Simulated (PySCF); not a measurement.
Computed with PBE-D3(BJ)/def2-TZVP // B3LYP-D3(BJ)/def2-TZVP (PySCF 2.14.0). All species are isolated molecules in the gas phase. 

Reference species (SMILES): `[InH2]` (neutral, multiplicity 2).

```json
{
  "dipole_moment": "0.44 D"
}
```

Changed species: `[CH3][InH]` (radical fragment; the reference has radical fragment).

### Question
Give the shifts of the dipole moment.

### Answer
the dipole moment rises by 0.26 D, to 0.70 D.
